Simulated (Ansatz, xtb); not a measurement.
Two structures of B2F4H2O2

Structure X: `F[B-]1(F)[OH+][B-](F)(F)[OH+]1`, a singlet. Structure Y: a singlet given by its coordinates. Both are isolated molecules in the gas phase, relaxed with PBE0-D4/def2-SVP.

X (Å):

```tsv
atom	x (Å)	y (Å)	z (Å)
B	-1.9528	-1.0041	-0.5821
B	-0.4568	-0.7073	-2.1624
F	-2.5501	0.0374	0.0165
F	-2.3048	-2.2339	-0.1779
F	0.1404	-1.7488	-2.7609
F	-0.1048	0.5225	-2.5666
O	-0.4196	-0.8115	-0.6206
O	-1.9900	-0.8999	-2.1239
H	-0.1046	-0.0146	-0.1728
H	-2.3051	-1.6966	-2.5718
```

Y (Å):

```tsv
atom	x (Å)	y (Å)	z (Å)
B	-2.9545	-0.7707	-0.9935
B	-1.7810	1.2538	-2.5366
F	-3.2373	-2.0584	-0.9601
F	-2.1367	1.5066	-3.8039
F	-0.4982	0.9294	-2.3164
F	-2.3542	2.0357	-1.5750
O	-2.9953	0.0054	0.0780
O	-2.6094	-0.2452	-2.2490
H	-2.7958	0.9329	-0.1321
H	-2.5892	-0.8658	-2.9894
```

Close contacts (Å): B1–F3 1.32, B1–O7 1.32, B1–O8 1.40, B2–F4 1.34, B2–F5 1.34, B2–F6 1.37, B2–O8 1.74, O7–H9 0.97, O8–H10 0.97.

Task: Estimate which is lower in electronic energy at CCSD(T)/def2-SVP + ΔMP2/def2-TZVPP, and by roughly how much.

Result: CCSD(T)/def2-SVP + ΔMP2/def2-TZVPP gives E(Y) − E(X) = +2.32 kJ/mol, slightly favouring structure X, which is too small a margin to settle the true order.

The same difference at several levels:

| level | geometry | E(Y) − E(X) (kJ/mol) | departure from the last row (kJ/mol) | job, with rough time for the two |
| --- | --- | --- | --- | --- |
| PBE0-D4/def2-SVP | PBE0-D4/def2-SVP | +9.00 | +6.69 | optimisation, 1.7 min |
| HF/def2-SVP | PBE0-D4/def2-SVP | −19.95 | −22.26 | part of the CCSD(T) run |
| MP2/def2-SVP | PBE0-D4/def2-SVP | +0.94 | −1.38 | part of the CCSD(T) run |
| CCSD(T)/def2-SVP | PBE0-D4/def2-SVP | +0.09 | −2.23 | single point |
| CCSD(T)/def2-SVP + ΔMP2/def2-TZVPP | PBE0-D4/def2-SVP | +2.32 |  | single point, 2 min |

The largest departure from CCSD(T)/def2-SVP + ΔMP2/def2-TZVPP is that of HF/def2-SVP, 22.26 kJ/mol. Levels run at GFN2-xTB geometries aren't shown. The last row adds to CCSD(T) the change of the MP2 difference between the two basis sets, here +2.23 kJ/mol.

With thermal terms from frequencies at re-optimised GFN2-xTB minima (ideal gas, soft modes damped towards free rotors, one conformer each, 298.15 K, 1 atm): on the last row, ΔE + ΔZPE = +3.60, ΔH = +5.65, ΔG = −2.50 kJ/mol.

The correlated steps freeze 8 core orbitals. Codes used: Ansatz 0.2.0, xtb 6.7.1; the last row on 2 threads of Arm Neoverse V1 on a shared host.
